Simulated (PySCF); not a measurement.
Sn(H)(SeH)3, SMILES [SeH][SnH]([SeH])[SeH] (PBE0/def2-SVP optimised geometry):

```
8

Sn    -0.289    -1.224     0.000
Se    -0.986     1.224     0.000
Se    -1.383    -2.389    -1.980
Se     2.251    -1.224     0.000
H     -0.780    -2.102     1.387
H     -2.297     0.890    -0.581
H     -0.868    -1.383    -2.923
H      2.297    -0.234    -1.088
```

Level of theory: PySCF with PBE0/def2-TZVP, def2 effective core potentials past Kr.

Problem. What are the frontier orbital energies and the dipole moment?

Solution. HOMO-2 -7.41 eV, HOMO-1 -7.17 eV, HOMO -7.13 eV, LUMO -2.03 eV, LUMO+1 -0.49 eV; dipole moment 0.58 D.

On the same geometry PBE/def2-TZVP, def2 effective core potentials past Kr (PySCF) gives HOMO-2 -6.25 eV, HOMO-1 -6.05 eV, HOMO -5.99 eV, LUMO -2.81 eV, LUMO+1 -1.26 eV; dipole moment 0.53 D.
